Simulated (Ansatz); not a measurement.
CH6BNOSi can be A, `C[SiH]1NB1O`, or B, `B[SiH2]C(=N)O`.

Computed with Ansatz on PBE0-D4/def2-TZVP structures; ΔE is electronic, products minus reactants. CCSD(T)/CBS is the MP2 limit (def2-TZVPP, def2-QZVPP) plus CCSD(T) − MP2 in def2-TZVPP, frozen cores. Functionals use def2-TZVPP. B3LYP here is the variant with VWN-RPA as its local correlation; programs differ in this. Each species was taken in one conformer, which may not be the lowest.

(1) Which is lower in electronic energy at CCSD(T)/CBS, and by how much? (Best estimate.)

(2) Give E(B) − E(A) in kcal/mol with CCSD/def2-TZVPP, MP2/def2-TZVPP, r2SCAN-D4, B2PLYP, CCSD(T)/def2-TZVPP, PBE-D4, B3LYP-D4. (Best estimate.)

Largest T1 diagnostic: 0.014.

Answers

(1) Computed: A, by 82.9 kcal/mol.

(2) Computed: CCSD/def2-TZVPP 81.2, MP2/def2-TZVPP 86.6, r2SCAN-D4 83.9, B2PLYP 81.8, CCSD(T)/def2-TZVPP 81.3, PBE-D4 81.9, B3LYP-D4 79.8. None reverses the order clearly.

In def2-TZVPP, CCSD(T) changes the Hartree–Fock value by +7.0 kcal/mol (the triples alone add +0.1 kcal/mol) and MP2 by +12.3 kcal/mol. From PBE to PBE0 (25 % exact exchange), in def2-TZVPP and without D4, E(B) − E(A) moves by +2.4 kcal/mol.
